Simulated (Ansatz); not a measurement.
Basis-set extrapolation for `ClC1O[SiH2]1` (PBE0-D4/def2-TZVP geometry, frozen core, Ansatz). Multiplicity 1, RHF reference.

```csv
,def2-TZVPP,def2-QZVPP
HF,-862.948279,-862.975889
MP2 correlation,-0.708644,-0.766954
CCSD(T) correlation,-0.774612,not run
```

Energies in hartree. Use E(X) = E(∞) + A·exp(−7.88·√X) for Hartree–Fock and E(X) = E(∞) + B·X^(−2.97) for correlation, with X = 3 and 4, and add CCSD(T) minus MP2 of the smaller set to the MP2 limit.

Problem. What is the CCSD(T) energy at the basis-set limit?

Solution. HF limit: -862.975889 + (-0.027610) × 0.13774 = -862.97969. MP2 limit: -0.766954 + (-0.058310) × 0.74074 = -0.81015. Higher-order term: -0.774612 − (-0.708644) = -0.06597. Total: -863.85581 hartree, 83.4 kcal/mol below CCSD(T)/def2-TZVPP.
